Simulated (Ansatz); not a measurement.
A run on CH$_{7}$AlOSSi (`[AlH2][O]C[SiH2]S`) with other settings.

```yaml
crystal:
  periodic: [false, false, false]
  atoms:
    - {symbol: Al, position_ang: [-1.126068, 1.729983, 1.274527]}
    - {symbol: O, position_ang: [-0.846463, 0.513261, 0.129774]}
    - {symbol: C, position_ang: [-0.428364, -0.828551, 0.245112]}
    - {symbol: Si, position_ang: [1.235570, -1.007574, -0.629601]}
    - {symbol: S, position_ang: [1.024871, -0.420388, -2.669953]}
    - {symbol: H, position_ang: [-0.966553, 1.367118, 2.807249]}
    - {symbol: H, position_ang: [-1.526712, 3.137115, 0.689525]}
    - {symbol: H, position_ang: [-0.335759, -1.144534, 1.295145]}
    - {symbol: H, position_ang: [-1.169335, -1.486437, -0.224161]}
    - {symbol: H, position_ang: [2.218428, -0.149485, 0.088541]}
    - {symbol: H, position_ang: [1.720600, -2.412362, -0.639108]}
    - {symbol: H, position_ang: [0.276783, 0.646653, -2.333050]}
basis:
  gaussian: {orbitals: def2-mTZVPP}
hamiltonian: {xc: {name: PBEsol}, dispersion: d4}
output: {forces: true}
```

```sh
$ ansatz run in.yaml --threads 4 --pin off --events-out ev --progress --plain --max-ram 10444MiB
```

Shortened log:

```
Functional definition: PBEsol
  name "PBEsol"
  cite "Perdew et al., Phys. Rev. Lett. 100, 136406 (2008) doi:10.1103/PhysRevLett.100.136406"
  cite "Perdew, Burke & Ernzerhof, Phys. Rev. Lett. 77, 3865 (1996) doi:10.1103/PhysRevLett.77.3865"
  parent pbesol
  exchange = pbesol_x
  correlation = pbesol_c
1464 factors; their error is unknown
mean field evaluation 1: about -28427.9620 eV, gradient 6.8e1 eV
mean field evaluation 2: about -28351.8753 eV, gradient 1.8e2 eV
mean field evaluation 4: about -28436.8197 eV, gradient 1.8e1 eV
mean field evaluation 8: about -28437.4122 eV, gradient 1.3e-1 eV
mean field evaluation 16: about -28437.3746 eV, gradient 9.0e-4 eV
mean field -28437.37460924 eV, -1045.0542413449 hartree, gradient 4.3e-5 eV, S^2 0.000000; 0 other end points of the search recorded, 0 dependent functions left out
the calculation of the forces begins
reference -28437.37466314 eV, -1045.0542433257 hartree; 32, 32 occupied and 122, 122 virtual orbitals, 1464 factors
Total energy: -28437.48137622 eV, -1045.0581649588 hartree
Atom 0 at    -1.126068     1.729983     1.274527 Å, force    -0.033698     0.246357     0.278694 eV/Å
Atom 1 at    -0.846463     0.513261     0.129774 Å, force    -0.019006    -0.042073    -0.448848 eV/Å
Atom 2 at    -0.428364    -0.828551     0.245112 Å, force     0.125996     0.059067    -0.030520 eV/Å
Atom 3 at     1.235570    -1.007574    -0.629601 Å, force    -0.022263     0.015370     0.061493 eV/Å
Atom 4 at     1.024871    -0.420388    -2.669953 Å, force     0.217796    -0.298418    -0.339301 eV/Å
Atom 5 at    -0.966553     1.367118     2.807249 Å, force     0.023374    -0.067150     0.178053 eV/Å
Atom 6 at    -1.526712     3.137115     0.689525 Å, force    -0.046620     0.146023    -0.101751 eV/Å
Atom 7 at    -0.335759    -1.144534     1.295145 Å, force     0.043172    -0.107688     0.358897 eV/Å
Atom 8 at    -1.169335    -1.486437    -0.224161 Å, force    -0.239071    -0.224482    -0.176153 eV/Å
Atom 9 at     2.218428    -0.149485     0.088541 Å, force     0.134032     0.118091     0.105454 eV/Å
Atom 10 at     1.720600    -2.412362    -0.639108 Å, force     0.068123    -0.199929    -0.017179 eV/Å
Atom 11 at     0.276783     0.646653    -2.333050 Å, force    -0.251835     0.354832     0.131161 eV/Å
Dipole moment:    -0.170186    -0.023779     0.383505 e Å
```

It took 1.4 s on 4 threads of an Arm Neoverse V2 on a shared host, with 0.54 GiB of host memory at the peak.
